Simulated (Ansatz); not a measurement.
Ansatz (a quantum-chemistry and plane-wave program) input:

Ansatz 0.2 input:
```yaml
crystal:
  periodic: [false, false, false]
  atoms:
    - {symbol: Sn, position_ang: [0.00095792, -0.18867299, 0.00075827]}
    - {symbol: O, position_ang: [0.01020342, -2.00967040, 0.00807684]}
    - {symbol: O, position_ang: [0.79733647, 1.59842090, -0.03295547]}
    - {symbol: O, position_ang: [-0.81352691, 1.59045568, 0.02013942]}
basis:
  gaussian:
    orbitals: def2-TZVPD
hamiltonian:
  xc: {name: wB97X-V}
total_charge: -1
magnetization: {spin_polarized: true, initial_magnetization: 1}
```

Q: Which total energy does the run end on?

A: -439.85424 Eh (wB97X-V/def2-TZVPD). The basis has 176 functions.

This state (charge -1, doublet) is run at the relaxed geometry of the species with charge 0 and multiplicity 1.
